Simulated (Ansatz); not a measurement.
`[CH2][Al]([CH3])[Br]` radical. The species carries charge 0 and has multiplicity 2.

```xyz
9

C    -0.045   -1.870   -0.458
Al    0.570   -0.094   -0.085
C    -0.552    1.411    0.406
Br    2.810    0.241   -0.239
H     0.615   -2.692   -0.729
H    -1.091   -2.172   -0.421
H    -0.274    1.794    1.392
H    -0.423    2.237   -0.299
H    -1.611    1.145    0.432
```

Problem. What are the harmonic wavenumbers in cm⁻¹ at PBE0-D4/def2-TZVP (Ansatz, finite differences of forces, unscaled)? (Best estimate.)

Solution. The calculation gave: 28, 140, 152, 188, 196, 367, 598, 618, 624, 658, 726, 758, 1221, 1380, 1438, 1439, 3043, 3119, 3121, 3135, 3208.

Problem. Is this a minimum?

Solution. Yes, all 21 modes are real.

Problem. Give the ideal-gas thermochemistry at 298.15 K and 1 bar (rigid rotor, harmonic oscillator; point group Cs, symmetry number 1).

Solution. Zero-point energy 156.5 kJ/mol; H(298) − E = 178.2 kJ/mol; entropy 371.1 J/(mol·K), of which translation 170.1, rotation 115.1, vibration 80.1, electronic 5.8; G(298) − E = 67.5 kJ/mol. Modes under 100 cm⁻¹ are hindered rotations or soft bends, so the harmonic entropy is rough.
